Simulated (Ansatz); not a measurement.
A made-up structure of LiGeH$_{3}$, singlet:

```xyz
5
angstrom
Li -0.9670 -1.0263 1.9267
Ge 0.0293 0.0311 -0.0585
H -1.2731 -0.9285 3.4839
H 0.7300 1.4076 0.1600
H 1.1471 -0.7725 -0.7921
```

It is relaxed with PBE-D4/def2-SVP and then PBE0-D4/def2-TZVP (Ansatz 0.2.0). Atoms count as bonded within 1.22 times the sum of their covalent radii (H–H: 0.88 Å). The end point is not checked to be a true minimum.

Task: Does its bonding change? (Judge from chemistry; the calculation decides.)

Result: The calculation gives: Yes. Formed: Ge2–H3; broken: none.

Where it ends: The first stage lowers the energy by 2.13 eV in 15 steps. It ends as LiGeH₃ ([H]1[Li][GeH2]1):
```csv
atom,x (Å),y (Å),z (Å)
Li1,-1.7943,-1.0098,1.7747
Ge2,-0.1343,-0.1354,0.3938
H3,-0.0089,-0.5157,2.0141
H4,0.4578,1.2994,0.5567
H5,1.1460,-0.9271,-0.0192
```

Labels in which every atom is bracketed show which atoms are joined, not bond orders.

For scale, one of the runs: PBE0-D4/def2-TZVP relaxation, 80 basis functions, launched by `ansatz run in.yaml --threads 2 --pin off --events-out ev --progress --plain --max-ram 4352MiB`. The run took about 16 s on 2 CPU threads of an AMD EPYC 7571 (shared host).
